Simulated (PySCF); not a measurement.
**Excitation energy of N+ by level of theory**

N+ [He] 2s2 2p2 (3P) → N+ [He] 2s1 2p3 (5S), as a difference of total energies. All numbers are calculated (PySCF 2.14, no relativity, point nucleus, in aug-cc-pVTZ with one added diffuse shell each of s, p, d, f type (6s5p4d3f, 62 functions)). Correlated levels: valence: 1s2 frozen. The calculations carry no spin-orbit coupling.

| method | excitation energy (eV) |
| --- | --- |
| UHF | 4.015 |
| MP2 (valence) | 5.228 |
| SCS-MP2 (valence) | 5.813 |
| CCSD (valence) | 5.645 |
| CCSD(T) (valence) | 5.685 |

Errors of the correlated levels include the incompleteness of this basis and the frozen core.

Which method comes closest to the reference value, and which is furthest?

The reference is 5.790 eV (measured; NIST levels, between the centres of gravity of the two terms). Closest: SCS-MP2 (valence) (error 0.023 eV); furthest: UHF (error -1.775 eV).
